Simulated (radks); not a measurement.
Values are calculated unless marked as measured or tabulated.
Task: These are the eigenvalues of the occupied orbitals of an atom or ion with whole-number occupations (eV). Code: a radial shooting solver on a logarithmic mesh with Libxc functionals. Model: scalar-relativistic Kohn-Sham, BLYP, spin-polarised, spherical densities, point nucleus.

orbital  eigenvalue
1s up     -21997.57
1s down   -21997.36
2s up     -3210.381
2s down   -3209.334
2p up     -2881.380
2p down   -2880.484
3s up     -610.1487
3s down   -609.4349
3p up     -502.1045
3p down   -501.2983
3d up     -328.2524
3d down   -327.1403
4s up     -130.3948
4s down   -125.1353
4p up      -99.5888
4p down    -94.2497
4d up      -54.6080

Which element is it, and in what charge state? The configuration may be excited. Open shells, if any, are filled with parallel spins first.

Result: Z = 44, ruthenium, charge +4: Ru4+ in [Ar] 3d10 4s2 4p5 4d5. The list shows which subshells hold electrons but not how many an open one holds; the 1s level, -808.4 hartree, gives Z - s = 40.2 by -(Z - s)^2/2, which with screening and relativity narrows Z to a few neighbours, and the depths of the outer levels then fix element, charge and occupations together.
